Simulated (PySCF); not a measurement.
Match the calculated data to a structure.

All candidates are C8H11O2P.

* Dipole: 3.95 D [PBE0/pcSseg-1]
* Rotational structure: rotational constants A, B, C: 1.848, 0.620, 0.517 GHz [GFN2-xTB]
* NMR, other nuclei: isotropic shieldings of nuclei other than C and H, by class: -309 (1 O), -27 (1 O), 190 (1 P) ppm [GIAO PBE0/pcSseg-1]
* 1H NMR: chemical shifts (computed TMS as zero) by class: 10.05 (1 H), 8.69 (1 H), 1.55 (9 H) ppm [GIAO PBE0/pcSseg-1]
* 13C NMR: chemical shifts (computed TMS as zero) by class: 230.2 (1 C), 180.7 (1 C), 162.8 (1 C), 145.8 (1 C), 41.3 (1 C), 35.0 (3 C) ppm [GIAO PBE0/pcSseg-1]

Gas-phase values; electronic properties from PySCF, density fitting. Levels stand in brackets. Isolated species at its GFN2-xTB geometry (one conformer only). NMR classes are plain means over equivalent atoms (diastereotopic ones count apart unless rotation or inversion swaps them), as if these changed places fast.

Task: Which candidate is it?
A. `CC(C)(C)c1oc(C=O)cp1`
B. `Cc1ccccc1[P@@](C)(=O)O`
C. `C#CC[P@@](=O)(O)C1=CCCC1`
D. `C[P@](=O)(O)Cc1ccccc1`
E. `COC1C=CP(C(C)=O)C=C1`

Result: A. It is `CC(C)(C)c1oc(C=O)cp1`. Numbering: `[CH3:1][C:2]([CH3:3])([CH3:4])[c:5]1[o:6][c:7]([CH:8]=[O:9])[cH:10][p:11]1`. 8 carbons fall into 6 classes; from least to most shielded: substituted aromatic carbon [C5] (230.2 ppm), aldehyde carbon [C8] (180.7 ppm), substituted aromatic carbon [C7] (162.8 ppm), aromatic CH carbon [C10] (145.8 ppm), benzylic-type carbon [C2] (41.3 ppm), methyl carbon [C1/C3/C4] (35.0 ppm, 3 C, up to 12.0 ppm apart in this geometry). Hydrogen classes from least to most shielded: 1 H on an aldehyde carbon, C8 (10.05 ppm), 1 H on an aromatic CH carbon, C10 (8.69 ppm), 9 H on 3 methyl carbons, C1/C3/C4 (1.55 ppm, a mean of values up to 0.7 ppm apart in this geometry). The other shieldings belong to: -309 ppm, aldehyde oxygen [O9]; -27 ppm, furan-type oxygen [O6]; 190 ppm, phosphorus bonded to 2 C [P11]. The optimised geometry has point group Cs and is an asymmetric top.

The others, at the same levels:
- `C#CC[P@@](=O)(O)C1=CCCC1` fails: it has 8 carbon classes against 6; its computed 13C shifts are 156.1 (1 C), 143.7 (1 C), 80.9 (1 C), 78.5 (1 C), 38.2 (1 C), 36.1 (1 C), 25.4 (1 C), 24.4 (1 C) ppm, 1H shifts are 6.86 (1 H), 2.80 (1 H), 2.79 (1 H), 2.75 (1 H), 2.70 (1 H), 2.68 (1 H), 2.55 (1 H), 2.37 (1 H), 2.15 (1 H), 2.09 (1 H), 1.37 (1 H) ppm and rotational constant A is 1.264 GHz (against 1.848 GHz).
- `COC1C=CP(C(C)=O)C=C1` fails: its computed 13C shifts are 226.4 (1 C), 146.3 (2 C), 139.8 (2 C), 75.3 (1 C), 56.4 (1 C), 31.4 (1 C) ppm, 1H shifts are 7.86 (2 H), 6.79 (2 H), 4.49 (1 H), 3.07 (3 H), 2.47 (3 H) ppm and rotational constant A is 2.023 GHz (against 1.848 GHz).
- `Cc1ccccc1[P@@](C)(=O)O` fails: it has 8 carbon classes against 6; its computed 13C shifts are 144.8 (1 C), 138.7 (1 C), 138.3 (1 C), 138.2 (1 C), 135.1 (1 C), 130.8 (1 C), 23.0 (1 C), 22.5 (1 C) ppm, 1H shifts are 8.34 (1 H), 7.72 (1 H), 7.59 (1 H), 7.52 (1 H), 2.78 (3 H), 2.61 (1 H), 1.68 (3 H) ppm and rotational constant A is 1.671 GHz (against 1.848 GHz).
- `C[P@](=O)(O)Cc1ccccc1` fails: its computed 13C shifts are 136.8 (2 C), 135.4 (1 C), 133.4 (2 C), 132.2 (1 C), 44.9 (1 C), 19.7 (1 C) ppm, 1H shifts are 7.62 (2 H), 7.58 (2 H), 7.55 (1 H), 2.93 (1 H), 2.85 (1 H), 1.87 (1 H), 1.40 (3 H) ppm and rotational constant A is 2.219 GHz (against 1.848 GHz).

Each candidate is one conformer, not necessarily the lowest. Dipoles, sizes and rotational constants follow the conformer. The torsions of the flexible species, by atom-mapped SMILES:
- `[CH3:1][C:2]([CH3:3])([CH3:4])[c:5]1[o:6][c:7]([CH:8]=[O:9])[cH:10][p:11]1`: C1–C2–C5–O6 0°, O6–C7–C8–O9 180°
- `[CH3:1][O:2][CH:3]1[CH:4]=[CH:5][P:6]([C:7]([CH3:8])=[O:9])[CH:10]=[CH:11]1`: C1–O2–C3–C4 178°, C5–P6–C7–C8 68°
- `[CH3:1][c:2]1[cH:3][cH:4][cH:5][cH:6][c:7]1[P@@:8]([CH3:9])(=[O:10])[OH:11]`: C6–C7–P8–C9 -121°, H–O11–P8–C7 -116°
- `[CH3:1][P@:2](=[O:3])([OH:4])[CH2:5][c:6]1[cH:7][cH:8][cH:9][cH:10][cH:11]1`: C1–P2–C5–C6 172°, P2–C5–C6–C7 -93°, H–O4–P2–C1 138°

The conformers of `C#CC[P@@](=O)(O)C1=CCCC1` aren't listed.
